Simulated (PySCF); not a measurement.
Deuteron quadrupole couplings in `C=CO/C=C/C(=C)[SiH2]C`

Species: C7H12OSi.
Z-matrix (Å and degrees, GFN2-xTB geometry), rows numbered from 1:
```
C 
C   1  1.3241
O   2  1.3543  1  121.99
C   3  1.3551  2  118.62  1  -179.29
C   4  1.3342  3  121.29  2  -179.04
C   5  1.4474  4  125.02  3  -179.70
C   6  1.3382  5  118.75  4  -179.54
Si  6  1.8947  5  120.20  4     0.69
C   8  1.8962  6  110.65  5   178.69
H   1  1.0745  2  121.20  3     0.20
H   1  1.0726  2  120.77  3  -179.79
H   2  1.0867  1  122.22  3  -180.00
H   4  1.0848  3  116.39  2     1.07
H   5  1.0824  4  117.83  3     0.17
H   7  1.0801  6  121.93  5     0.13
H   7  1.0759  6  122.18  5  -179.86
H   8  1.4722  6  109.71  5    58.76
H   8  1.4718  6  109.79  5   -61.03
H   9  1.0860  8  111.59  6   -60.47
H   9  1.0855  8  110.37  6  -179.93
H   9  1.0859  8  111.84  6    60.49
```

Level: PBE0/pcSseg-1 (PySCF, non-relativistic); Q(2H) = 0.00286 b; rigid geometry, the same for H and D, with no vibrational averaging.

**Question.** Rank these positions by the coupling χzz of a deuteron there, largest first.
A. H16 (vinylic hydrogen)
B. H20 (methyl hydrogen)
C. H11 (vinylic hydrogen)
D. H17 (Si–H hydrogen)
E. H12 (vinylic hydrogen)

**Answer.** C (233 kHz), A (227 kHz), B (219 kHz), E (206 kHz), D (105 kHz).

**Question.** Tabulate Vzz, the asymmetry η and χzz = 234.96 MHz × Q × Vzz for every hydrogen position.

**Answer.** 
```
atom  bonded to  bond length (Å)  Vzz (au)     η  χzz (kHz)
 H10         C1            1.074    0.3436  0.07        231
 H11         C1            1.073    0.3473  0.07        233
 H12         C2            1.087    0.3072  0.13        206
 H13         C4            1.085    0.3092  0.16        208
 H14         C5            1.082    0.3229  0.09        217
 H15         C7            1.080    0.3306  0.06        222
 H16         C7            1.076    0.3382  0.06        227
 H17        Si8            1.472    0.1565  0.03        105
 H18        Si8            1.472    0.1569  0.03        105
 H19         C9            1.086    0.3248  0.01        218
 H20         C9            1.086    0.3266  0.01        219
 H21         C9            1.086    0.3250  0.01        218
```

**Question.** Average by the element that carries the hydrogen.

**Answer.** on C: 220 kHz over 10 positions, mean bond length 1.081 Å; on Si: 105 kHz over 2 positions, mean bond length 1.472 Å.

**Question.** How does χzz go with the bond length over the 10 C–H bonds?

**Answer.** A straight-line fit has a slope of -14.4 kHz for each 0.01 Å, with a correlation coefficient of -0.87, over lengths from 1.073 to 1.087 Å. The longer bonds have the smaller couplings here.

**Question.** A static deuteron (I = 1) shows a doublet split by (3/2)χ, (3/4)χ(1 + η) and (3/4)χ(1 − η) with the field along z, y and x of the gradient. What are these for H13?

**Answer.** With |χ| = 207.8 kHz and η = 0.160: 312, 181 and 131 kHz, to first order and without motion.

Isolated species at its GFN2-xTB geometry (one conformer only). GFN2-xTB bond lengths can be off by several hundredths of an ångström, more for odd bonds, and the gradients follow them. With so small a basis the couplings can be 20 % off.
